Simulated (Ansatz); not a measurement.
One geometry of the cluster KPbBr₃⁺, several levels of theory.

```yaml
crystal:
  periodic: [false, false, false]
  atoms:
    - {symbol: K, position_ang: [0.970861, 1.580662, 0.957316]}
    - {symbol: Pb, position_ang: [-0.787569, -1.282198, -0.776649]}
    - {symbol: Br, position_ang: [0.397434, -1.475914, 1.747084]}
    - {symbol: Br, position_ang: [1.441550, 0.042894, -1.818992]}
    - {symbol: Br, position_ang: [-2.022276, 1.134556, -0.108759]}
basis:
  gaussian: {orbitals: def2-TZVP}
total_charge: 1
magnetization: {spin_polarized: true, initial_magnetization: 1}
hamiltonian: {xc: pbe0, dispersion: d4}
scf: {omitted_lower_state_checks: [starts]}
output: {orbitals: {seedname: orbitals}}
```

The file start.molden holds the orbitals of an earlier run on this structure, at another level or in another basis.

```sh
$ ansatz run in.yaml --threads 4 --pin off --events-out ev --progress --plain --max-ram 8704MiB
```

It prints (some lines left out):

```
Functional definition: PBE0
1781 factors; integrals over basis functions are off by at most 7.6e-4 eV
mean field evaluation 1: about -231677.5834 eV, gradient 2.6e1 eV
mean field evaluation 2: about -231669.3147 eV, gradient 5.0e1 eV
mean field evaluation 4: about -231681.7707 eV, gradient 3.8e0 eV
mean field evaluation 8: about -231681.8889 eV, gradient 4.0e-1 eV
mean field evaluation 16: about -231681.8914 eV, gradient 1.6e-3 eV
mean field evaluation 32: about -231681.8914 eV, gradient 5.5e-5 eV
mean field -231681.89143389 eV, -8514.1524705691 hartree, gradient 8.0e-6 eV, S^2 0.760838; 0 other end points of the search recorded, 0 dependent functions left out
reference -231681.89147511 eV, -8514.1524720840 hartree; 73, 72 occupied and 154, 155 virtual orbitals, 1781 factors
Total energy: -231682.12120421 eV, -8514.1609144725 hartree
Checks for a lower state left out: starts
```

It took 72 s on 4 threads of Intel Xeon Platinum 8259CL on a shared host, peak host memory 1.7 GiB.

First input, but with `gaussian: {orbitals: def2-TZVP, initial_orbitals: start.molden}`, `hamiltonian: {xc: pbe, dispersion: d4}` (abridged; 33 s):

```
Functional definition: PBE
mean field evaluation 16: about -231674.6209 eV, gradient 5.4e-5 eV
mean field -231674.62094611 eV, -8513.8852850712 hartree, gradient 9.7e-6 eV, S^2 0.751829
Total energy: -231674.88299269 eV, -8513.8949151055 hartree
Checks for a lower state left out: starts
```

The first input with `gaussian: {orbitals: def2-TZVP, initial_orbitals: start.molden}`, `hamiltonian: {xc: r2scan, dispersion: d4}` (abridged; 1.8 min):

```
Functional definition: r2SCAN
mean field evaluation 16: about -231711.4854 eV, gradient 1.3e-2 eV
mean field -231711.48536270 eV, -8515.2400273933 hartree, gradient 5.1e-6 eV, S^2 0.752948
Total energy: -231711.53652257 eV, -8515.2419074841 hartree
Checks for a lower state left out: starts
```

Geometry: B3LYP-D4/def2-SVP, that of the neutral singlet.

In the def2 sets Pb takes a core potential; there is no spin–orbit coupling. At PBE-D4/def2-TZVP the gap within one spin of the charge 1 doublet nearly closes, so an electron or hole may be smeared out by delocalisation error. The structure comes from a short search, and lower isomers may exist.
